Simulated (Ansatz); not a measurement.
Relaxation of FH$_{9}$N$_{2}$Si$_{2}$ (14 atoms, charge 0, multiplicity 1), to a largest force component of 0.03 eV/Å in at most 50 steps.

Theory: RKS PBE0-D4/def2-SVP (Ansatz).

```xyz
14
Properties=species:S:1:pos:R:3
Si 0.247 -0.313 -0.612
Si -0.090 -0.036 2.798
H -1.369 0.742 2.897
H 0.175 -0.585 4.170
H 1.027 0.886 2.451
H 1.132 0.247 -1.671
N -0.681 0.992 -0.021
H -1.571 0.865 0.441
H -0.325 1.937 0.038
N -0.853 -1.566 -0.988
H -0.560 -2.530 -1.078
H -1.736 -1.388 -1.447
F 1.307 -1.016 0.379
H -0.224 -1.158 1.859
```

Task: Where does it end, and by what steps?

Result: The run converged. The force dipped under the threshold on the way, but the program's further checks kept it going. After 21 steps the energy has fallen by 0.259 eV; H14 moved furthest, 1.01 Å.

```csv
step,energy less start (eV),largest force component (eV/Å),accepted
0,0.0000,0.899,yes
1,-0.1746,0.214,yes
2,-0.2210,0.255,yes
3,-0.2347,0.316,yes
4,-0.2268,0.445,no
5,-0.2448,0.073,yes
6,-0.2467,0.037,yes
7,-0.2487,0.053,yes
8,-0.2499,0.083,yes
9,-0.2509,0.057,yes
10,-0.2518,0.063,yes
11,-0.2524,0.033,yes
12,-0.2532,0.032,yes
13,-0.2523,0.221,no
14,-0.2545,0.048,yes
15,-0.2552,0.089,yes
16,-0.2559,0.067,yes
17,-0.2570,0.034,yes
18,-0.2577,0.070,yes
19,-0.2583,0.026,yes
20,-0.2586,0.020,yes
21,-0.2588,0.016,yes
```

```xyz
14
Properties=species:S:1:pos:R:3
Si 0.169 -0.416 -0.777
Si 0.008 0.207 3.266
H -0.953 1.339 3.082
H 0.299 0.084 4.727
H 1.274 0.499 2.538
H 1.167 0.421 -1.498
N -0.902 0.665 -0.007
H -1.756 0.356 0.442
H -0.638 1.606 0.257
N -0.772 -1.555 -1.640
H -0.388 -2.462 -1.879
H -1.486 -1.262 -2.296
F 1.067 -1.345 0.220
H -0.610 -1.060 2.784
```

Whether the end is a true minimum wasn't checked by a vibrational analysis.

Time of the run: 18 s on 4 threads of AMD EPYC 9R45 96-Core Processor (Zen 5) (shared host), peak memory 0.32 GiB.
